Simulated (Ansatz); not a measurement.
Computed with Ansatz on PBE0-D4/def2-TZVP structures; ΔE is electronic, products minus reactants. CCSD(T)/CBS adds triple-zeta CCSD(T) − MP2 to the extrapolated MP2 energy (def2 sets, frozen cores). This one scheme is used for every species. DFT in def2-TZVPP. HSE06 is defined as in plane-wave codes. For Ge outer-core shells are correlated without core-valence functions, which leaves a few kJ/mol of doubt a bond. Scalar relativity is left out up to krypton. Each species was taken in one conformer, which may not be the lowest.

Consider the redistribution: `[SiH3][N]([SiH3])[GeH2][N]([SiH3])[SiH3]` + `F[SiH]` → `[SiH3][N]([SiH3])[GeH3]` + `F[Si]N([SiH3])[SiH3]`.

`[SiH3][N]([SiH3])[GeH2][N]([SiH3])[SiH3]`:

Z-matrix (Å, degrees):
```
Si
N 1 1.731
H 1 1.487 2 107.8
H 1 1.487 2 110.8 3 119.9
H 1 1.489 2 112.2 3 -119.6
Ge 2 1.845 1 120.5 3 -165.4
Si 2 1.734 1 121.1 3 12.2
N 6 1.845 2 108.1 1 121.3
H 6 1.537 2 106.5 1 1.6
H 6 1.537 2 111.2 1 -122.3
H 7 1.487 2 110.4 1 45.6
H 7 1.488 2 112.2 1 -75.0
H 7 1.487 2 108.0 1 165.2
Si 8 1.731 6 120.3 2 121.1
Si 8 1.734 6 118.5 2 -56.7
H 14 1.487 8 107.8 6 -168.4
H 14 1.487 8 111.0 6 -48.5
H 14 1.489 8 112.1 6 71.9
H 15 1.487 8 110.6 6 -135.1
H 15 1.488 8 112.2 6 104.2
H 15 1.487 8 107.9 6 -15.5
```

`F[SiH]`:

```xyz
3

F     0.477   -1.102    0.315
Si    0.461    0.341   -0.404
H    -0.937    0.761    0.089
```

`[SiH3][N]([SiH3])[GeH3]`:

Cartesian coordinates in Å:
```
Si -0.225 -1.547 -0.821
N -0.013 -0.069 0.047
Si 0.720 0.042 1.608
Ge -0.505 1.514 -0.791
H 0.730 -1.675 -1.957
H -0.010 -2.684 0.113
H -1.599 -1.618 -1.389
H 2.184 0.312 1.535
H 0.097 1.173 2.351
H 0.512 -1.225 2.353
H -0.598 1.220 -2.296
H 0.573 2.572 -0.504
H -1.865 1.985 -0.248
```

`F[Si]N([SiH3])[SiH3]`:

```xyz
11

F     1.133    1.231   -2.311
Si   -0.058    0.132   -2.182
N    -0.083   -0.035   -0.466
Si   -1.222   -1.142    0.266
Si    1.001    0.869    0.585
H    -2.138   -0.417    1.182
H    -2.002   -1.769   -0.833
H    -0.506   -2.191    1.035
H     2.416    0.532    0.304
H     0.673    0.464    1.979
H     0.786    2.328    0.441
```

| level | ΔE (kcal/mol) | difference from CCSD(T)/CBS |
| --- | --- | --- |
| PBE0-D4 | -26.5 | -1.2 |
| r2SCAN0-D4 | -27.6 | -2.3 |
| CAM-B3LYP-D4 | -26.4 | -1.1 |
| ωB97M-V | -26.9 | -1.6 |
| BLYP | -30.4 | -5.1 |
| HSE06 | -29.0 | -3.7 |
| BHLYP | -28.5 | -3.2 |
| MP2/def2-SVP | -25.6 | -0.3 |
| CCSD/def2-SVP | -24.7 | 0.6 |
| SCS-MP2/def2-TZVPP | -24.9 | 0.4 |
| CCSD(T)/CBS | -25.3 | 0 |

Largest T1 diagnostic among the species: 0.015.

In def2-TZVPP, CCSD(T) changes the Hartree–Fock value by +1.7 kcal/mol (the triples alone add −0.1 kcal/mol) and MP2 by +0.9 kcal/mol. Leaving LDA and LC-ωPBE aside and taking each functional with its dispersion term where it has one, the values, not all of them listed here, spread over 3.4 kcal/mol, from r2SCAN-D4 to BHLYP-D4. The D4 term adds +3.8 kcal/mol with B3LYP and +2.5 kcal/mol with PBE0; it sums over pairs of atoms, weighted by their polarisabilities, and B3LYP, whose exchange is more repulsive, gets the larger term.

CCSD(T)/CBS has its own doubt, a few kJ/mol and more with outer-core shells, so smaller differences from it don't rank the levels.

B3LYP here is the variant with VWN-RPA as its local correlation; programs differ in this.
